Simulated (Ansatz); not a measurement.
Compare A (`CB(C)N[SiH3]`) with its isomer B (`CCBN[SiH3]`).

Computed with Ansatz on PBE0-D4/def2-TZVP structures; ΔE is electronic, products minus reactants. CBS: MP2 limit from def2 TZ/QZ plus the TZ coupled-cluster correction, frozen cores. Functionals use def2-TZVPP. B3LYP here is the variant with VWN-RPA as its local correlation; programs differ in this. Each species was taken in one conformer, which may not be the lowest.

Task: Which is lower in electronic energy at CCSD(T)/CBS, and by how much? (Estimate.)

Result: The calculation gave: A, by 53.5 kJ/mol.

Task: Give E(B) − E(A) in kJ/mol with PBE0-D4, r2SCAN-D4, ωB97M-V, CCSD(T)/def2-TZVPP, MP2/def2-TZVPP, B3LYP, PBE-D4. (An estimate is asked.)

Result: The calculation gave: PBE0-D4 55.7, r2SCAN-D4 58.7, ωB97M-V 55.4, CCSD(T)/def2-TZVPP 52.5, MP2/def2-TZVPP 54.2, B3LYP 50.3, PBE-D4 55.7. None reverses the order clearly.

Largest T1 diagnostic: 0.011.

The D4 term adds +4.3 kJ/mol with B3LYP and +2.4 kJ/mol with PBE0; it sums over pairs of atoms, weighted by their polarisabilities, and B3LYP, whose exchange is more repulsive, gets the larger term. In def2-TZVPP, CCSD(T) changes the Hartree–Fock value by +6.9 kJ/mol (the triples alone add +0.7 kJ/mol) and MP2 by +8.6 kJ/mol.
